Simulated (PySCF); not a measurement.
Dipole moment and polarisability of `COC1=C(F)CCC1=O`

Compound: C6H7FO2.
Cartesian coordinates in Å at the GFN2-xTB level; atoms count from 1:
```xyz
16
C6H7FO2 angstrom
C      2.676   -0.057    0.359
O      1.544    0.625    0.860
C      0.348    0.294    0.345
C     -0.028   -0.589   -0.594
F      0.766   -1.420   -1.299
C     -1.496   -0.630   -0.862
C     -2.056    0.419    0.097
C     -0.865    0.989    0.849
O     -0.906    1.843    1.694
H      3.529    0.349    0.898
H      2.605   -1.133    0.542
H      2.802    0.116   -0.713
H     -1.702   -0.395   -1.909
H     -1.894   -1.630   -0.670
H     -2.761   -0.002    0.814
H     -2.569    1.229   -0.421
```

Level: PBE0/def2-SVPD (PySCF), static field, nuclei fixed, core orbitals frozen in the response. The polarisability tensor in these axes (au):

```
x   88.17 -1.91  3.38
y   -1.91 72.48 17.85
z    3.38 17.85 72.58
```

Give the principal values, the mean and the anisotropy Δα = √{½[(α1 − α2)² + (α2 − α3)² + (α1 − α3)²]}.

Principal values 54.27, 88.10 and 90.86 au; mean 77.74 au = 11.52 Å³ = 12.82 × 10⁻⁴⁰ C²·m²/J; Δα = 35.29 au (45 % of the mean).

What is the dipole moment, and where does it point?

(-0.12, -2.52, -2.52) D, 3.56 D in size, pointing from the negative to the positive side. Measured along this direction, the outermost atoms are O9 at the negative end and F5 at the positive end.

Refractivity n − 1 of an ideal gas of it at 400 K and 1 atm, from the electronic α?

N = p/kT = 1.8347 × 10¹⁹ cm⁻³, so n − 1 = 2π × N × 11.52 × 10⁻²⁴ cm³ = 1328 × 10⁻⁶ at long wavelengths.

Along which axes do the principal values lie, and how far do the nuclei extend along each?

Largest value along (0.41, 0.61, 0.67), where the nuclei span 4.51 Å; middle along (0.90, -0.36, -0.22), 5.54 Å; least along (-0.11, -0.70, 0.70), 1.78 Å. The strongest response doesn't lie along the longest of the three spans.

Rayleigh depolarisation ratio (linearly polarised light, static tensor)?

ρ = 3Δα²/(45ᾱ² + 4Δα²) = 3737.1/(271971 + 4982.8) = 0.0135.

The structure is a single GFN2-xTB conformer in the gas phase; no vibrational or solvent corrections.
